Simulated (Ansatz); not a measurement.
A run for Ansatz (a first-principles code): U-CCSD(T)/def2-SVP on O (SMILES [O]).

Ansatz 0.2 input:
```yaml
crystal:
  periodic: [false, false, false]
  atoms:
    - {symbol: O, position_ang: [0.00000000, 0.00000000, 0.00000000]}
basis:
  gaussian:
    orbitals: def2-SVP
magnetization: {spin_polarized: true, initial_magnetization: 2}
correlation: {method: ccsd_t, electrons: outside_noble_gas}
scf: {omitted_lower_state_checks: [cluster_reference]}
```

The log:

```
WARN ansatz: RAYON_NUM_THREADS=4 ignored (pool sized by the plan → 4); use --threads N
Functional definition: HF
these checks for a lower state are left out or cut short: cluster_reference
integrals: 0.00 GiB planned
70 factors; integrals over basis functions are off by at most 2.0e-4 eV
mean field: 0.04 GiB planned
mean field evaluation 1: about -2033.0241 eV, gradient 7.2e0 eV
mean field evaluation 2: about -2033.0246 eV, gradient 7.2e0 eV
mean field evaluation 4: about -2033.2348 eV, gradient 6.0e-1 eV
mean field evaluation 8: about -2033.2375 eV, gradient 4.9e-4 eV
mean field evaluation 16: about -2033.2375 eV, gradient 4.5e-6 eV
mean field -2033.23752650 eV, -74.7201009209 hartree, gradient 1.5e-6 eV, S^2 2.005296; 3 other end points of the search recorded, 0 dependent functions left out
1 core orbitals not correlated
reference -2033.23752650 eV, -74.7201009209 hartree; 4, 2 occupied and 9, 11 virtual orbitals, 70 factors
second order -2.75654393 eV of doubles, -0.00000000 eV of singles
coupled cluster: 0.04 GiB planned
cycle   1  -3.08937269 eV  change   -3.3e-1 eV  update   2.4e-2
cycle   2  -3.16583388 eV  change   -7.6e-2 eV  update   7.4e-3
cycle   3  -3.17086822 eV  change   -5.0e-3 eV  update   2.2e-3
cycle   4  -3.17108728 eV  change   -2.2e-4 eV  update   6.3e-4
cycle   5  -3.17109915 eV  change   -1.2e-5 eV  update   9.8e-5
cycle   6  -3.17112524 eV  change   -2.6e-5 eV  update   1.5e-5
cycle   7  -3.17112085 eV  change    4.4e-6 eV  update   2.4e-6
perturbative correction -0.02263466 eV, -0.0008318085 hartree
Total energy: -2036.43128201 eV, -74.8374692710 hartree
Checks for a lower state left out: cluster_reference
```

The run converged.

Cost: very roughly 0.5 core-seconds.
